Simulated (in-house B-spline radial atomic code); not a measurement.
Atomic self-consistent-field run: Cd III (Cd2+). Computed with a radial B-spline atomic code at the basis-set limit: non-relativistic AM05, spin-polarised, spherical fractional occupations, point nucleus.

Command:
```bash
python run_scf.py task.json out
```
Settings:
```
Z                48
configuration    [Kr] 4d10
hamiltonian      nr
method           am05
spin_polarised   True
```

Output (hartree, bohr):
```
 radial grid: 55 intervals, B-splines of order 8, outer radius 38.5185 bohr

 iter        energy (Eh)    residual
    1       -5451.175436    5.01e-01
    2       -5453.206125    5.37e-01
    3       -5461.484336    6.96e-02
    4       -5461.632670    2.64e-02
    5       -5461.643298    9.61e-03
    6       -5461.644181    1.86e-03
    7       -5461.644227    1.51e-03
    8       -5461.644305    4.23e-05
    9       -5461.644305    5.11e-07
   10       -5461.644305    5.26e-08

 total energy                     -5461.64431
 kinetic                            5458.6299
 electron-nucleus                 -12976.4056
 Hartree                            2201.9070
 exchange-correlation               -145.7755

 orbital      occ     eigenvalue          <r>       <r^2>       <1/r>     <1/r^3>       <r^4>       r_max
 1s up      1.000      -942.2273    0.0317303  0.00134679     47.4414           - 4.58916e-06       0.021
 1s down    1.000      -942.2273    0.0317303  0.00134679     47.4414           - 4.58916e-06       0.021
 2s up      1.000      -137.5080     0.137448   0.0221909     10.8073           - 0.000837014      0.1166
 2s down    1.000      -137.5080     0.137448   0.0221909     10.8073           - 0.000837014      0.1166
 2p up      3.000      -128.2804     0.117315   0.0167442     10.8159     3551.43 0.000550702      0.0913
 2p down    3.000      -128.2804     0.117315   0.0167442     10.8159     3551.43 0.000550702      0.0913
 3s up      1.000       -26.0519     0.371689    0.157782      3.8615           -    0.037937      0.3364
 3s down    1.000       -26.0519     0.371689    0.157782      3.8615           -    0.037937      0.3364
 3p up      3.000       -22.3013      0.36312    0.152889     3.78267      632.22   0.0373774      0.3228
 3p down    3.000       -22.3013      0.36312    0.152889     3.78267      632.22   0.0373774      0.3228
 3d up      5.000       -15.3465     0.334759    0.133189     3.63591     99.4557   0.0329345       0.266
 3d down    5.000       -15.3465     0.334759    0.133189     3.63591     99.4557   0.0329345       0.266
 4s up      1.000        -4.2680      0.91031     0.93912     1.50748           -     1.32769      0.8218
 4s down    1.000        -4.2680      0.91031     0.93912     1.50748           -     1.32769      0.8218
 4p up      3.000        -3.0665     0.973628     1.08595     1.39234      107.52     1.85777      0.8568
 4p down    3.000        -3.0665     0.973628     1.08595     1.39234      107.52     1.85777      0.8568
 4d up      5.000        -1.1332      1.24054     1.84333     1.08019     10.5966     6.47572      0.9748
 4d down    5.000        -1.1332      1.24054     1.84333     1.08019     10.5966     6.47572      0.9748
```

Time taken, with all properties: 0.19 s on 1 thread of Arm Neoverse V1, on a shared host.
